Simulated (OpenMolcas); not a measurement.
## Nb3+: moving the ligands

Nb3+ with 6 ligands (fluoride) in octahedral coordination (Oh) at 2.03 Å. A charge of +0.5 e stands 2.8 Å behind each ligand. Ligand basis ANO-RCC-VDZP.
```
Nb    0.0000    0.0000    0.0000
F     2.0300    0.0000    0.0000
F     0.0000    2.0300    0.0000
F    -2.0300    0.0000    0.0000
F     0.0000   -2.0300    0.0000
F     0.0000    0.0000    2.0300
F     0.0000    0.0000   -2.0300
```

* Program: OpenMolcas
* Method: CASSCF
* Basis: ANO-RCC-VTZP [7s6p4d2f1g]
* Scalar Hamiltonian: DKH2, point nucleus
* Active space: 2 electrons in 5 orbitals (4d)
* State averaging: 2S+1 = 3 even, 10 roots; 2S+1 = 1 even, 15 roots
* Spin-orbit coupling: state interaction with AMFI integrals over the reference wave functions

Runs around this geometry, states (labels of O, the rotations of Oh). Energies in cm-1 above the lowest state or level, χT in cm3 K/mol; under a threefold ground state the first gap can be a small split of the lowest multiplet, not the spin-orbit step; 10Dq and B are least-squares fits to the states below 45000 cm-1, weighted by degeneracy, with a free offset, and given where the rms deviation is under 5 % of |10Dq| (or 100 cm-1) and under 700 cm-1.

| R (Å) | Ground state | First state of that spin | 10Dq | B (rms of fit) | First gap with spin-orbit (degeneracies) | χT at 300 K | First state of another spin |
| --- | --- | --- | --- | --- | --- | --- | --- |
| 2 | 3T1 | 3T2 26853 |  |  | 18.2 (2, 3) | 0.476 | 1E 10366 |
| 2.03 | 3T1 | 3T2 25419 | 25891 | 668 (474) | 20.9 (2, 3) | 0.466 | 1E 10159 |
| 2.11 | 3T1 | 3T2 21083 | 22461 | 682 (167) | 26.5 (2, 3) | 0.446 | 1E 10165 |

Taking the first state of the same spin as R^-n, n = -ln(21083 / 26853) / ln(2.11 / 2) = 4.5 between the shortest and longest distance.

An orbital triplet at a regular site is open to Jahn-Teller coupling, which can distort the site and quench the lowest spin-orbit gaps and is left out. Without dynamic correlation the repulsion within the d shell is too large (B by tens of per cent), so at a given field states of lower spin stand too high. With metal d orbitals alone the field can be off either way by tens of per cent. Ligand-to-metal charge-transfer states are missing. With no ligand orbital active B as a rule stays too high, so bands that hang on it stand too high and its fall with covalency is understated. The least metal-like active orbital is 82 % on the metal (Löwdin) and no ligand orbital is active, so the numbers are rough (holds for R = 2). The least metal-like active orbital is 83 % on the metal (Löwdin) and no ligand orbital is active, so the numbers are rough (holds for R = 2.03). The least metal-like active orbital is 85 % on the metal (Löwdin) and no ligand orbital is active, so the numbers are rough (holds for R = 2.11). No measured value stands beside these numbers; the geometry is a model, was not optimised and need not be the one that this ion takes.
